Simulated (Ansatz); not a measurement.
Stepwise reaction of `O[SiH](O)O[Si](O)(F)F` with hydrogen, as a gas-phase model of exchange steps in deposition or etching. ΔE in kJ/mol.

Computed with Ansatz on PBE0-D4/def2-TZVP structures; ΔE is electronic, products minus reactants. CCSD(T)/CBS is the MP2 limit (def2-TZVPP, def2-QZVPP) plus CCSD(T) − MP2 in def2-TZVPP, frozen cores. This one scheme is used for every species. DFT in def2-TZVPP. B3LYP here is the variant with VWN-RPA as its local correlation; programs differ in this. Each species was taken in one conformer, which may not be the lowest.

```
step                                                    reaction  PBE-D4  B3LYP-D4  ωB97M-V  CCSD(T)/CBS
   1  `O[SiH](O)O[Si](O)(F)F` + H₂ → `O[SiH](O)O[SiH](F)F` + H₂O    92.6      99.0    100.8         97.3
   2      `O[SiH](O)O[SiH](F)F` + H₂ → `O[SiH2]O[SiH](F)F` + H₂O    98.3     104.2    105.4        101.5
```

Question: By hand: ΔE of the 2 steps together at CCSD(T)/CBS.

Answer: (97.3) + (101.5) = 198.8 kJ/mol, or 99.4 kJ/mol a step.

In ΔE the steps differ by no more than 4.2 kJ/mol. All are uphill at CCSD(T)/CBS. PBE-D4 differs from CCSD(T)/CBS by -4.7 to -3.2 kJ/mol a step. Isolated molecules leave out the surface, adducts and barriers. Largest T1 diagnostic: 0.012.
